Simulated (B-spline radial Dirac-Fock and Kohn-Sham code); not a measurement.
## Scattering functions of Te³⁵⁺

System: the Te³⁵⁺ ion in the configuration [Ne] 3s2 3p5.

Level of theory: Dirac-Fock densities; a radial finite-basis atomic code. f₀ is the Fourier transform of the spherical electron density, S the Waller-Hartree incoherent function, and s = sin θ/λ.

| s (Å⁻¹) | f₀ | S |
| --- | --- | --- |
| 0 | 17.000 | 0.000 |
| 0.09 | 16.954 | 0.053 |
| 0.11 | 16.931 | 0.078 |
| 0.12 | 16.918 | 0.093 |
| 0.14 | 16.889 | 0.126 |
| 0.17 | 16.836 | 0.186 |
| 0.2 | 16.774 | 0.256 |
| 0.23 | 16.703 | 0.337 |
| 0.27 | 16.593 | 0.460 |
| 0.32 | 16.432 | 0.638 |
| 0.37 | 16.248 | 0.840 |
| 0.44 | 15.953 | 1.161 |
| 0.51 | 15.618 | 1.517 |
| 0.6 | 15.137 | 2.018 |
| 0.71 | 14.489 | 2.674 |
| 0.83 | 13.727 | 3.414 |
| 0.97 | 12.803 | 4.275 |
| 1.14 | 11.682 | 5.271 |
| 1.33 | 10.497 | 6.283 |
| 1.56 | 9.230 | 7.346 |
| 1.83 | 8.027 | 8.385 |
| 2.15 | 6.975 | 9.388 |
| 2.52 | 6.128 | 10.332 |

f₀ starts at the number of electrons, 17, and has fallen to half at s ≈ 1.72 Å⁻¹. The sum of ⟨r²⟩ over the electrons is 0.7738 bohr².

Values without a named source are computed, but for edge energies of neutral atoms, which are taken from tables.
